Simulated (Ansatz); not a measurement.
A structure relaxed at PBE-D4/def2-SVP in Ansatz, charge 0, singlet:

Cartesian coordinates in Å:
```
C -1.9475 -3.9470 -0.8645
C -0.7225 -4.1951 -0.2055
C 0.1037 -3.1399 0.1876
C -0.2917 -1.8100 -0.0777
C -1.5359 -1.5754 -0.7465
C -2.3635 -2.6388 -1.1398
S -1.8636 0.1404 -0.9923
C -0.3542 0.5620 -0.2108
C 0.2914 1.8100 0.0782
C -0.1038 3.1399 -0.1875
C 0.7227 4.1951 0.2051
C 1.9477 3.9470 0.8641
C 2.3636 2.6388 1.1398
C 1.5358 1.5754 0.7468
S 1.8634 -0.1404 0.9928
C 0.3538 -0.5619 0.2115
H -2.5860 -4.7906 -1.1669
H -0.4161 -5.2316 0.0002
H 1.0577 -3.3331 0.7011
H -3.3174 -2.4473 -1.6531
H -1.0579 3.3331 -0.7007
H 0.4165 5.2316 -0.0012
H 2.5863 4.7905 1.1664
H 3.3175 2.4473 1.6528
```

Problem. Give its formula, name or SMILES and point group.

Solution. BTBT, `c1ccc2c(c1)sc1c3ccccc3sc21`. Point group C2h (tolerance 0.1 Å).

Problem. Summarise the bond lengths by kind (pairs closer than 1.2 times the sum of covalent radii, bridged metal pairs left out).

Solution. 15 × C–C 1.39 to 1.43 Å; 4 × C–S 1.75 to 1.76 Å; 8 × C–H 1.10 Å.
